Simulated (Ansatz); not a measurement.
Na₈Cl₈ (started as a model of: 1x4x4 NaCl rock-salt block), relaxed as a singlet with RKS r2SCAN-D4/def2-SVP in Ansatz, starting from the GFN2-xTB geometry. Force threshold 0.03 eV/Å.

Start:

```xyz
16

Na    4.194    1.642   -2.409
Cl    2.694   -0.097   -3.113
Na    0.908   -1.839   -3.489
Cl   -0.821   -3.491   -3.810
Cl    3.297    2.449   -0.328
Na    1.463    0.575   -0.841
Cl   -0.275   -1.182   -1.283
Na   -2.044   -3.003   -1.787
Na    2.047    3.000    1.791
Cl    0.275    1.184    1.283
Na   -1.463   -0.575    0.842
Cl   -3.293   -2.455    0.331
Cl    0.818    3.494    3.808
Na   -0.911    1.844    3.486
Cl   -2.698    0.099    3.110
Na   -4.192   -1.646    2.412
```

Task: Estimate the energy that the relaxation releases and the steps that it takes.

Result: 0.68 eV, in 14 steps; 3 min on 4 threads of Arm Neoverse V2 on a shared host. No frequencies were taken in this run, so the end may be a saddle point.

Task: Does the start keep its bonding and symmetry?

Result: By distances, no bond broke or formed. The bond that changes most is Na6–Cl10, from 2.51 to 2.66 Å (atoms count from 1). Point group D2h at the start, Ci at the end, both within 0.05 Å.

Task: Predict the relaxed structure.

Result: 
```xyz
16

Na    4.294    1.679   -2.466
Cl    2.491    0.146   -3.333
Na    0.965   -1.976   -3.385
Cl   -0.991   -3.419   -4.059
Cl    3.520    2.213   -0.128
Na    1.478    0.588   -0.859
Cl    0.268   -1.780   -0.757
Na   -1.910   -3.092   -1.732
Na    1.910    3.092    1.733
Cl   -0.269    1.781    0.757
Na   -1.478   -0.587    0.859
Cl   -3.520   -2.213    0.128
Cl    0.991    3.419    4.059
Na   -0.965    1.976    3.385
Cl   -2.490   -0.146    3.333
Na   -4.293   -1.680    2.467
```
Bond lengths (bridged metal pairs left out): 24 × Cl–Na 2.52 to 2.73 Å.
